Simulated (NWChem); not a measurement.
System: AlBr$_{2}$Cl; SMILES [Cl][Al]([Br])[Br]

Here is an NWChem input.

```
start job
memory heap 200 mb stack 900 mb global 1100 mb
geometry units angstroms noautoz
  Al     0.000000     0.000000     0.429888
  Cl     0.000000     0.000000     2.523472
  Br    -1.952146     0.000000    -0.681992
  Br     1.952146     0.000000    -0.681992
end
basis spherical
  Al library def2-svp
  Cl library def2-svp
  Br library def2-svp
end
dft
  xc b3lyp
  iterations 150
end
tddft
  nroots 8
  notriplet
end
task tddft energy
```

Structure relaxed at the B3LYP/6-31G* (spherical d) level. B3LYP is NWChem's, with the RPA form of VWN correlation.

Vertical excitations in the gas phase.

Q: What results follow from this input? (B3LYP/def2-SVP, full TDDFT.) Quantities: lowest excitation, singlet (eV); oscillator strength of that lowest state; lowest state with f > 0.02, singlet (eV); orbital gap (eV).

A: 
```json
{
 "lowest excitation, singlet (eV)": "5.66",
 "oscillator_strength_of_that_lowest_state": "0.004",
 "lowest state with f > 0.02, singlet (eV)": "6.19",
 "orbital gap (eV)": "6.70"
}
```
